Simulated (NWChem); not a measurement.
System: CrNH$_{2}$SOCl; SMILES [Cl][Cr]([NH2])(=[O])=[S]

```xyz
7

Cr    -0.2753     0.1011     0.1009
O     -0.9886     0.1885     1.4451
S      1.1113     1.4944    -0.0749
Cl     0.6305    -1.8318    -0.0915
N     -1.4651     0.3338    -1.1673
H     -2.4588     0.2143    -0.9817
H     -1.2707     0.7431    -2.0776
```
Atoms are numbered in this order, from 1.

All runs: NWChem. Medium grid unless said otherwise, to which SCAN and Minnesota functionals are sensitive. The geometry was optimised at PBE0/def2-SVP. No frequency run checked for a minimum. Hybrids' shares of exact exchange are those that their runs print; pure functionals count as 0. The functionals differ in more than this share.

```
row               share of exact exchange  highest occupied level (eV)
----------------  -----------------------  ---------------------------
PBE/def2-SVP                         0.00                        -6.43
BP86/def2-SVP                        0.00                        -6.54
B3LYP/def2-SVP                       0.20                        -7.43
B3PW91/def2-SVP                      0.20                        -7.57
r2SCAN0/def2-SVP                     0.25                        -8.03
M05-2X/def2-SVP                      0.56                     withheld
```

Fit a straight line of the last column on the one before it, predict the withheld value, and compare with the run.


1. Means of the 5 shown rows: x = 0.130, y = -7.200. Slope Σ(x − x̄)(y − ȳ)/Σ(x − x̄)² = -0.3275/0.05800 = -5.647; intercept -6.466.
2. The shown rows scatter about the line by 0.108 (root mean square); the largest residual is +0.17, at B3LYP/def2-SVP.
3. At x = 0.56 (M05-2X/def2-SVP; beyond the shown range) the line gives -9.63.
4. The run gives -9.02, +0.61 from the line, 5.7 times the scatter.
